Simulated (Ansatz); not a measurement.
Cost and result for the atomization energy of CH₈N₂Si₂ (`N[SiH]1NC[SiH2]1`) (13 atoms, 13 bonds).

```csv
atom,x (Å),y (Å),z (Å)
N1,-0.784,0.102,2.242
Si2,-0.175,-0.615,0.816
N3,1.174,0.209,0.126
C4,0.971,0.447,-1.307
Si5,-0.845,-0.167,-1.381
H6,-1.108,1.054,2.282
H7,-1.134,-0.459,2.999
H8,0.017,-2.036,1.235
H9,2.074,0.428,0.525
H10,1.637,-0.148,-1.944
H11,1.095,1.501,-1.581
H12,-1.097,-1.245,-2.378
H13,-1.824,0.928,-1.634
```

The species carries charge 0 and has multiplicity 1. The structure was optimised at the PBE0-D4/def2-TZVP level. It is one conformer, not always the lowest. Program: Ansatz. All runs use 4 threads of an Arm Neoverse V2 on a shared host. Times are those of one run each, without the atoms' runs, and a repeat can differ threefold. Electronic energies, without spin–orbit coupling; frozen cores. CCSD(T)/CBS adds CCSD(T) − MP2 in def2-TZVPP to the MP2 limit, and its time is that of the two runs behind it. T1 = 0.012. B3LYP takes the VWN-RPA correlation (the form of Gaussian; ORCA's B3LYP/G).

CCSD(T)/CBS is a level of theory with its own doubt, some kJ/mol a heavy atom from the limit and from the frozen cores, so smaller differences don't rank the functionals.

| level | functions | wall time |
| --- | --- | --- |
| PBE-D4/def2-TZVPP (with forces) | 289 | 2.7 s |
| PBE0-D4/def2-TZVPP | 289 | 3.3 s |
| r2SCAN-D4/def2-TZVPP (with forces) | 289 | 5 s |
| B3LYP-D4/def2-TZVPP (with forces) | 289 | 5.5 s |
| B2PLYP/def2-TZVPP | 289 | 6 s |
| ωB97X-V/def2-TZVPP | 289 | 8 s |
| ωB97M-V/def2-TZVPP (with forces) | 289 | 12 s |
| MP2/def2-QZVPP | 551 | 25 s |
| CCSD(T)/def2-TZVPP | 289 | 3.1 min |
| CCSD(T)/CBS(def2) | – | 3.5 min |

(1) What atomization energy does each give, and how far from CCSD(T)/CBS? (An estimate is asked.)

## Answers

(1) Computed: 
```csv
level,atomization (kJ/mol),difference from CCSD(T)/CBS,per bond
PBE-D4/def2-TZVPP (with forces),4564.1,62.4,4.8
PBE0-D4/def2-TZVPP,4495.2,-6.5,-0.5
r2SCAN-D4/def2-TZVPP (with forces),4485.4,-16.3,-1.3
B3LYP-D4/def2-TZVPP (with forces),4511.0,9.3,0.7
B2PLYP/def2-TZVPP,4442.8,-58.9,-4.5
ωB97X-V/def2-TZVPP,4538.9,37.2,2.9
ωB97M-V/def2-TZVPP (with forces),4521.0,19.3,1.5
MP2/def2-QZVPP,4479.4,-22.3,-1.7
CCSD(T)/def2-TZVPP,4357.6,-144.1,-11.1
CCSD(T)/CBS(def2),4501.7,0.0,0.0
```

From PBE to PBE0 (25 % exact exchange), in def2-TZVPP and without D4, the atomization energy moves by −64.3 kJ/mol: exact exchange takes away binding that semilocal exchange gives to molecules. In def2-TZVPP, CCSD(T) changes the Hartree–Fock value by +1195.3 kJ/mol (the triples alone add +65.2 kJ/mol) and MP2 by +1230.7 kJ/mol; breaking electron pairs costs correlation energy, which Hartree–Fock lacks. The D4 term adds +49.4 kJ/mol with B3LYP and +25.9 kJ/mol with PBE0; it sums over pairs of atoms, weighted by their polarisabilities, and B3LYP, whose exchange is more repulsive, gets the larger term.
